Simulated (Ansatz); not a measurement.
Mo(NMe)(F)3(OH) (CH4F3MoNO), SMILES C[N]=[Mo]([OH])([F])([F])[F], multiplicity 1. Atoms are numbered in the order given.

```xyz
11

Mo    -0.0621     0.2069     0.2087
N      0.3211    -0.9604    -0.9495
C      0.5285    -2.0098    -1.8834
H      1.6076    -2.2034    -2.0046
H      0.0396    -2.9310    -1.5247
H      0.0991    -1.7350    -2.8618
F      0.9340    -0.3679     1.6912
F     -1.3673     1.2139    -0.6896
F     -1.5272    -0.4605     1.1790
O      1.1539     1.6093    -0.0369
H      1.8490     1.7146    -0.7000
```

Coordinates come from a B3LYP-D3(BJ)/def2-SVP optimisation. The multiplicity is an assumed one; other spin states were not compared. The def2 effective core potentials stand for the cores of Mo; spin–orbit coupling is left out. Other conformers were not sampled.

Two levels are set side by side: PBE-D3(BJ)/def2-SVP (Ansatz, an electronic-structure program) and B3LYP-D3(BJ)/def2-SVP (Ansatz). Each level has its own optimised geometry; the coordinates shown are those of the second. Differences are taken from unrounded values.

| quantity | B3LYP-D3(BJ) | PBE-D3(BJ) | PBE-D3(BJ) minus B3LYP-D3(BJ) |
|---|---|---|---|
| mean bond length (Å) | 1.489 | 1.497 | 0.008 |
| bond Mo1–N2 (Å) | 1.688 | 1.704 | 0.015 |
| bond Mo1–F7 (Å) | 1.876 | 1.884 | 0.007 |
| bond Mo1–F8 (Å) | 1.877 | 1.885 | 0.007 |
| bond Mo1–F9 (Å) | 1.880 | 1.888 | 0.008 |
| bond Mo1–O10 (Å) | 1.872 | 1.886 | 0.013 |
| bond N2–C3 (Å) | 1.420 | 1.416 | -0.004 |
| bond C3–H4 (Å) | 1.103 | 1.112 | 0.009 |
| bond C3–H5 (Å) | 1.103 | 1.112 | 0.009 |
| bond C3–H6 (Å) | 1.103 | 1.112 | 0.009 |
| bond O10–H11 (Å) | 0.966 | 0.975 | 0.008 |

GGA bonds tend to be longer and softer than those of functionals with exact exchange. Differences between two approximate levels are no errors against the true value.
